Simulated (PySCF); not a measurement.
## Dipole moment and polarisability of `[SiH3]O[C@@]12C=CC[C@@H]1C2`

Species: C6H10OSi.
Numbering: `[SiH3:1][O:2][C@@:3]12[CH:4]=[CH:5][CH2:6][C@@H:7]1[CH2:8]2` (hydrogens: H9, H10, H11 on Si1; H12 on C4; H13 on C5; H14, H15 on C6; H16 on C7; H17, H18 on C8)

Cartesian coordinates in Å at the GFN2-xTB level; atoms count from 1:
```
atom  x, y, z in Å
Si1    2.6537    0.7645    0.2207
O2     1.4281    0.1208    1.0644
C3     0.1035   -0.0268    0.7324
C4    -0.7198    1.1595    0.3921
C5    -1.6294    0.8661   -0.5278
C6    -1.5388   -0.5592   -0.9970
C7    -0.4252   -1.1414   -0.1493
C8    -0.6618   -1.1733    1.3358
H9     2.4779    2.2064    0.0277
H10    2.7840    0.1440   -1.1007
H11    3.7449    0.4351    1.1233
H12   -0.5540    2.1112    0.8635
H13   -2.3735    1.5381   -0.9190
H14   -2.4849   -1.0846   -0.8455
H15   -1.3034   -0.6039   -2.0632
H16    0.2351   -1.8766   -0.5827
H17   -1.6571   -0.9878    1.7113
H18   -0.0881   -1.8858    1.9080
```

Level: CAM-B3LYP/def2-SVPD (PySCF), static field, nuclei fixed, core orbitals frozen in the response. The polarisability tensor in these axes (au):

```
x   99.51  4.02  8.81
y    4.02 87.76 -0.40
z    8.81 -0.40 86.96
```

Problem. What are the eigenvalues, a third of the trace, and Δα (Δα² = ½Σ(αi − αj)² over the three pairs)?

Solution. Principal values 81.57, 87.92 and 104.74 au; mean 91.41 au = 13.55 Å³ = 15.07 × 10⁻⁴⁰ C²·m²/J; Δα = 20.74 au (23 % of the mean).

Problem. What is the dipole moment, and where does it point?

Solution. (-0.80, -0.09, -0.94) D, 1.24 D in size, pointing from the negative to the positive side. Measured along this direction, the outermost atoms are H11 at the negative end and H15 at the positive end.

Problem. Sum over states: ᾱ = Σ f/ω², ω in Eh. What share falls to these 8 lowest TDDFT singlets (eV, f)? 6.02, 0.0817; 6.58, 0.0262; 6.87, 0.0529; 7.05, 0.0073; 7.26, 0.0228; 7.46, 0.0139; 7.51, 0.0034; 7.57, 0.0144.

Solution. They add up to 3.79 au, 4.1 % of the 91.41 au; the largest single term is 1.67 au, from the state at 6.02 eV. Terms in order: 1.67, 0.45, 0.83, 0.11, 0.32, 0.19, 0.05, 0.19 au. Higher excitations give the rest. The strengths listed sum to 0.223.

Problem. Find the Langevin capture rate constant for O2+ (31.990 u) meeting this molecule (126.050 u), k = 2.342 × 10⁻⁹ cm³/s × √(α in Å³ / reduced mass in u).

Solution. The reduced mass is 25.51 u, so k = 1.71 × 10⁻⁹ cm³/s. The formula leaves out the permanent dipole, which adds to the capture rate.

Problem. What are the principal values of the traceless quadrupole moment, Θ = ½Σq(3rr − r²1), about the centre of nuclear charge?

Solution. -2.46, 1.01, 1.45 D·Å. The values depend on the origin, since the dipole doesn't vanish. The electronic extent ⟨r²⟩ about the same centre is 1178 bohr², a root-mean-square distance of 2.20 Å for the 68 electrons.

Isolated species at its GFN2-xTB geometry (one conformer only).
